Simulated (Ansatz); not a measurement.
Molecule (SMILES): [AsH2] (AsH2), doublet.
Atoms: As1, H2, H3. Bonds: As1-H2, As1-H3.

Basis-set convergence of the lowest harmonic wavenumber at MP2 with Ansatz (an electronic-structure program). Each level at its own minimum, finite differences of forces, unscaled; the reference is a large set that could be run, not a limit. All functions are spherical. Cores are frozen (with 3d on Ga to Br). Open shells are unrestricted. No added dispersion term, no relativity. Reference: the value in pcseg-3, 1023 cm⁻¹, itself unsure by roughly 2 cm⁻¹ (its mean distance from cc-pVQZ, aug-pcseg-2, aug-cc-pVTZ). Deviations are taken from unrounded values.

```
basis        functions  lowest harmonic wavenumber (cm⁻¹)
-----------  ---------  ---------------------------------
cc-pVDZ             37                               1042
aug-cc-pVDZ         54                               1029
pcseg-1             37                               1055
aug-pcseg-1         54                               1048
def2-SVP            42                               1053
def2-SVPD           54                               1042
def2-TZVP           60                               1038
def2-TZVPD          72                               1029
cc-pVTZ             71                               1026
aug-cc-pVTZ        105                               1023
pcseg-2             71                               1031
aug-pcseg-2        105                               1028
def2-TZVPP          76                               1027
def2-TZVPPD         88                               1024
```

What the diffuse functions change, pair by pair:
- cc-pVDZ to aug-cc-pVDZ: 17 more functions, deviation 20 to 6 cm⁻¹
- pcseg-1 to aug-pcseg-1: 17 more functions, deviation 32 to 26 cm⁻¹
- def2-SVP to def2-SVPD: 12 more functions, deviation 30 to 19 cm⁻¹
- def2-TZVP to def2-TZVPD: 12 more functions, deviation 16 to 7 cm⁻¹
- cc-pVTZ to aug-cc-pVTZ: 34 more functions, deviation 3 to 1 cm⁻¹
- pcseg-2 to aug-pcseg-2: 34 more functions, deviation 8 to 5 cm⁻¹
- def2-TZVPP to def2-TZVPPD: 12 more functions, deviation 4 to 1 cm⁻¹

They bring the value nearer the reference by more than 2 cm⁻¹ in 7 of 7 pairs.
